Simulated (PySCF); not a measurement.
ethane (C2H6), singlet, at a GFN2-xTB geometry. Base run: R2SCAN/STO-3G (PySCF).

Geometry (Å):
```xyz
8

C     -0.0006    -0.0046     0.7607
C      0.0006     0.0046    -0.7607
H      0.0053     1.0112     1.1498
H     -0.8858    -0.5105     1.1398
H      0.8776    -0.5214     1.1412
H     -0.0053    -1.0112    -1.1498
H     -0.8776     0.5214    -1.1412
H      0.8858     0.5105    -1.1398
```
All else is at PySCF's defaults.
Base energy -78.83079 Eh.

Variants of this job, named by their change:

```json
[
 {"change": "base", "ΔE vs base (µEh)": "0.0", "SCF cycles": "6"},
 {"change": "level_shift = 0.5 (with mf.max_cycle = 100)", "ΔE vs base (µEh)": "0.0", "SCF cycles": "9"},
 {"change": "diis = off (with mf.max_cycle = 100)", "ΔE vs base (µEh)": "0.0", "SCF cycles": "90"},
 {"change": "level_shift = 1.0 (with mf.max_cycle = 100)", "ΔE vs base (µEh)": "0.0", "SCF cycles": "14"},
 {"change": "damp = 0.5; diis_start_cycle = 5", "ΔE vs base (µEh)": "0.0", "SCF cycles": "7"},
 {"change": "diis_space = 4", "ΔE vs base (µEh)": "0.0", "SCF cycles": "6"},
 {"change": "conv_tol = 1e-11", "ΔE vs base (µEh)": "0.0", "SCF cycles": "6"},
 {"change": "level_shift = 0.3 (with mf.max_cycle = 100)", "ΔE vs base (µEh)": "0.0", "SCF cycles": "7"},
 {"change": "init_guess = atom", "ΔE vs base (µEh)": "0.0", "SCF cycles": "5"},
 {"change": "conv_tol = 1e-6", "ΔE vs base (µEh)": "0.0", "SCF cycles": "4"},
 {"change": "init_guess = mod_huckel", "ΔE vs base (µEh)": "0.0", "SCF cycles": "7"},
 {"change": "conv_tol_grad = 1e-3", "ΔE vs base (µEh)": "0.0", "SCF cycles": "6"},
 {"change": "diis = off; damp = 0.3 (with mf.diis_start_cycle = 200; with mf.max_cycle = 150)", "ΔE vs base (µEh)": "0.0", "SCF cycles": "10"}
]
```
